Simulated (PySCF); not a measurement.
Stepwise substitution at one centre (In Cl-H). Gas-phase values, no solvent. Strings in code marks are SMILES.

The LUMO from two functionals at the same geometries (B3LYP-D3(BJ)/def2-TZVP), both in PySCF: PBE-D3(BJ)/def2-TZVP and TPSSh-D3(BJ)/def2-TZVP. 

```csv
species,PBE-D3(BJ)/def2-TZVP (eV),TPSSh-D3(BJ)/def2-TZVP (eV)
1 of 3 Cl replaced by H (`[Cl][InH][Cl]`),-2.80,-2.33
2 of 3 Cl replaced by H (`[Cl][InH2]`),-2.72,-2.27
3 of 3 Cl replaced by H,-2.65,-2.17
```

Over these rows, drawn at random from the members with no instability flagged (it was tested for open shells, ions and some series alone), PBE minus TPSSh-D3(BJ): mean -0.47 eV, from -0.48 eV to -0.45 eV.
